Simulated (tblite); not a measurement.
C₄H₁₃NOSi.
Bonds: C1–C2, C2–C3, C2–C4, C2–O5, O5–Si6, Si6–N7. Hydrogens: H8, H9, H10 on C1; H11, H12, H13 on C3; H14, H15, H16 on C4; H17, H18 on Si6; H19, H20 on N7.

Computed with GFN2-xTB (tblite), gas phase: L-BFGS steps from a force-field or distance-geometry start until the largest atomic force falls under 0.01 eV/Å.

Step 0: E = -651.7361 eV
```
atom  x, y, z in Å  |  force x, y, z in eV/Å
C1     -2.0109   -0.3600   -0.8685   -1.884   1.378  -0.308
C2     -0.6764   -0.0567   -0.2261   -1.296  -0.517   0.424
C3     -0.9451    1.0130    0.8105   -1.336   0.724   0.944
C4     -0.2323   -1.3320    0.4330    0.599  -1.929   1.351
O5      0.1592    0.3502   -1.2274    3.014   0.923   0.113
Si6     1.7362    0.7462   -0.7692   -0.166  -0.173  -0.582
N7      2.2973   -0.1275    0.6907    1.761   0.715  -0.714
H8     -2.5601   -1.1437   -0.3314    0.170   0.185  -0.573
H9     -2.6239    0.5715   -0.7451    0.132  -0.736  -0.466
H10    -1.9210   -0.5204   -1.9453   -0.004  -0.386   0.332
H11    -1.8197    0.6741    1.4323    0.809   0.194  -0.378
H12    -0.1128    1.1729    1.4969    0.011   0.170  -0.346
H13    -1.3070    1.9671    0.3402    0.773  -0.748   0.336
H14     0.6899   -1.7673   -0.0267   -0.829   0.519   0.484
H15    -1.0265   -2.1077    0.3312    0.717   0.382   0.156
H16    -0.0766   -1.1927    1.5416    0.133  -0.182  -1.190
H17     1.9584    2.2110   -0.6408   -0.334  -0.413   0.200
H18     2.6160    0.3239   -1.8869   -0.455   0.005   0.075
H19     2.9417    0.5029    1.2462   -0.971  -1.081  -0.688
H20     2.9084   -0.9142    0.3417   -0.844   0.970   0.831
```

Step 1: E = -652.1418 eV
```
atom  x, y, z in Å  |  force x, y, z in eV/Å
C1     -2.0378   -0.3403   -0.8729   -0.524   0.307  -0.300
C2     -0.6949   -0.0641   -0.2200   -0.237  -0.175   0.123
C3     -0.9642    1.0234    0.8240   -0.189   0.006   0.306
C4     -0.2237   -1.3596    0.4523   -0.111  -0.377   0.213
O5      0.2023    0.3633   -1.2258    0.922   0.120   0.888
Si6     1.7338    0.7438   -0.7775    0.599   0.050  -0.148
N7      2.3224   -0.1173    0.6805    0.311   0.657  -1.005
H8     -2.5577   -1.1410   -0.3396   -0.001   0.145  -0.492
H9     -2.6221    0.5610   -0.7517   -0.455   0.137  -0.350
H10    -1.9210   -0.5259   -1.9406   -0.082  -0.303   0.214
H11    -1.8081    0.6769    1.4269    0.148   0.044   0.099
H12    -0.1127    1.1753    1.4920   -0.082   0.162  -0.321
H13    -1.2959    1.9565    0.3450    0.494  -0.252   0.143
H14     0.6781   -1.7599   -0.0198   -0.288   0.215   0.271
H15    -1.0163   -2.1022    0.3334    0.315  -0.121   0.172
H16    -0.0747   -1.1953    1.5246    0.253  -0.155  -0.356
H17     1.9536    2.2051   -0.6379   -0.288  -0.345   0.202
H18     2.6095    0.3240   -1.8858   -0.334  -0.036  -0.064
H19     2.9278    0.4875    1.2363   -0.212  -0.351  -0.092
H20     2.8964   -0.9003    0.3536   -0.242   0.273   0.497
```

Step 2: E = -652.2628 eV
```
atom  x, y, z in Å  |  force x, y, z in eV/Å
C1     -2.0526   -0.3310   -0.8797    0.115   0.023  -0.103
C2     -0.7027   -0.0688   -0.2166    0.024   0.006   0.105
C3     -0.9710    1.0251    0.8323    0.174  -0.288  -0.054
C4     -0.2246   -1.3716    0.4597   -0.279   0.227  -0.200
O5      0.2277    0.3679   -1.2077    0.010  -0.173   0.855
Si6     1.7455    0.7444   -0.7818    0.704   0.227  -0.068
N7      2.3327   -0.1025    0.6587   -0.111   0.508  -0.730
H8     -2.5573   -1.1377   -0.3508   -0.126   0.065  -0.379
H9     -2.6309    0.5621   -0.7598   -0.587   0.386  -0.312
H10    -1.9227   -0.5329   -1.9355   -0.088  -0.257  -0.031
H11    -1.8033    0.6782    1.4281   -0.154  -0.031   0.320
H12    -0.1143    1.1790    1.4847    0.023   0.138  -0.182
H13    -1.2842    1.9497    0.3487    0.324  -0.003   0.021
H14     0.6704   -1.7544   -0.0133    0.006   0.062   0.097
H15    -1.0083   -2.1038    0.3372    0.009  -0.402   0.151
H16    -0.0693   -1.1989    1.5147    0.272  -0.101   0.102
H17     1.9471    2.1972   -0.6334   -0.217  -0.173   0.202
H18     2.6018    0.3233   -1.8870   -0.182  -0.085  -0.253
H19     2.9213    0.4779    1.2329    0.066   0.015   0.187
H20     2.8896   -0.8926    0.3655    0.018  -0.143   0.272
```

Problem. Estimate the geometry and energy of step 3. (The exact step hangs on the optimiser's Hessian estimate; all steps are aligned on step 2, rigid shifts and turns removed.)

Solution. E = -652.3532 eV, largest force 0.766 eV/Å
```
atom  x, y, z in Å  |  force x, y, z in eV/Å
C1     -2.0619   -0.3224   -0.8860    0.321   0.029   0.004
C2     -0.7092   -0.0722   -0.2114    0.169   0.103   0.070
C3     -0.9738    1.0212    0.8375    0.206  -0.328  -0.129
C4     -0.2298   -1.3770    0.4621   -0.292   0.400  -0.249
O5      0.2478    0.3684   -1.1792   -0.391  -0.254   0.608
Si6     1.7668    0.7495   -0.7870    0.303   0.320  -0.242
N7      2.3396   -0.0819    0.6297    0.075   0.141  -0.113
H8     -2.5597   -1.1342   -0.3663   -0.212   0.007  -0.245
H9     -2.6483    0.5696   -0.7721   -0.453   0.291  -0.307
H10    -1.9255   -0.5431   -1.9331   -0.059  -0.179  -0.189
H11    -1.8025    0.6786    1.4350   -0.226  -0.026   0.369
H12    -0.1145    1.1843    1.4762    0.139   0.074  -0.044
H13    -1.2692    1.9445    0.3517    0.178   0.112  -0.061
H14     0.6648   -1.7490   -0.0067    0.163  -0.017  -0.053
H15    -1.0025   -2.1129    0.3429   -0.165  -0.501   0.133
H16    -0.0602   -1.2034    1.5094    0.225  -0.062   0.302
H17     1.9381    2.1885   -0.6261   -0.120   0.116   0.198
H18     2.5928    0.3209   -1.8932   -0.012  -0.136  -0.476
H19     2.9172    0.4710    1.2338    0.113   0.188   0.281
H20     2.8846   -0.8898    0.3795    0.037  -0.280   0.144
```

The energy changes by -0.0904 eV. The first-order estimate −F·Δx gives -0.1269 eV and the mean of the old and new forces, exact on a quadratic surface, -0.0901 eV. The step makes an angle of 35° with the force vector and moves no atom by more than 0.036 Å.

The cost below is that of the whole relaxation. Time: 1.9 s wall. Hardware: one thread, Arm Neoverse N1 (aarch64) (shared host).
